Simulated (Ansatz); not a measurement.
Input file for Ansatz (an electronic-structure program): R-B2PLYP/def2-TZVPP on tert-butylthiol (SMILES CC(C)(C)S).

Ansatz 0.2 input:
```yaml
crystal:
  periodic: [false, false, false]
  atoms:
    - {symbol: C, position_ang: [0.89458414, -0.26950705, -1.09864276]}
    - {symbol: C, position_ang: [0.04024687, -0.13548633, 0.16100976]}
    - {symbol: C, position_ang: [-0.16886485, 1.33547155, 0.51755053]}
    - {symbol: C, position_ang: [-1.30698158, -0.83469877, -0.03110479]}
    - {symbol: S, position_ang: [0.85185758, -1.02153899, 1.57498432]}
    - {symbol: H, position_ang: [0.39593256, 0.21821219, -1.94145845]}
    - {symbol: H, position_ang: [1.86877301, 0.20373437, -0.96596190]}
    - {symbol: H, position_ang: [1.05700465, -1.31681190, -1.35194993]}
    - {symbol: H, position_ang: [-0.68414169, 1.84810458, -0.30010337]}
    - {symbol: H, position_ang: [-0.76803723, 1.43774534, 1.42194015]}
    - {symbol: H, position_ang: [0.78447544, 1.84020914, 0.68181254]}
    - {symbol: H, position_ang: [-1.92255066, -0.76015286, 0.86635913]}
    - {symbol: H, position_ang: [-1.84805932, -0.36387699, -0.85481846]}
    - {symbol: H, position_ang: [-1.17373042, -1.89033512, -0.27153661]}
    - {symbol: H, position_ang: [1.97949150, -0.29106918, 1.59191983]}
basis:
  gaussian:
    orbitals: def2-TZVPP
hamiltonian:
  xc: {name: B2PLYP}
magnetization: {spin_polarized: false}
correlation: {electrons: outside_noble_gas}
scf: {lower_state_search: off}
```

Question: What total energy does the run end on?

Answer: -556.4318 hartree.

Question: How many basis functions does it have, and what does it roughly cost on one machine?

Answer: 306 functions; very roughly 19 core-seconds.
